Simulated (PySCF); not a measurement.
WOF₂, SMILES [O]=[W]([F])[F] (connectivity only; charge and spin as stated), neutral, multiplicity 3. The structure is a stationary point at PBE0-D3(BJ)/def2-TZVP. The spin state was assumed, not searched. The def2 effective core potentials stand for the cores of W; spin–orbit coupling is left out.

These are PBE0-D3(BJ)/def2-TZVP run with PySCF values and carry that method's errors.

Harmonic wavenumbers (cm⁻¹): 143, 165, 188, 657, 677, 1065. Rotational constants (GHz): 6.229, 5.152, 2.820; symmetry number 2.

**Question.** Work out the zero-point energy and the ideal-gas rigid-rotor harmonic-oscillator thermochemistry at 298.15 K and 1 atm.

**Answer.** ZPE = ½ Σ hcν = ½ × 2896 cm⁻¹ = 17.32 kJ/mol. H − E(el) = 32.84 kJ/mol. Entropy in J/(mol K): translation 176.99, rotation 101.67, vibration 34.59, spin 9.13, total 322.38. G − E(el) = -63.28 kJ/mol. Cp = 65.68 J/(mol K). Modes under 150 cm⁻¹ make the vibrational entropy uncertain.
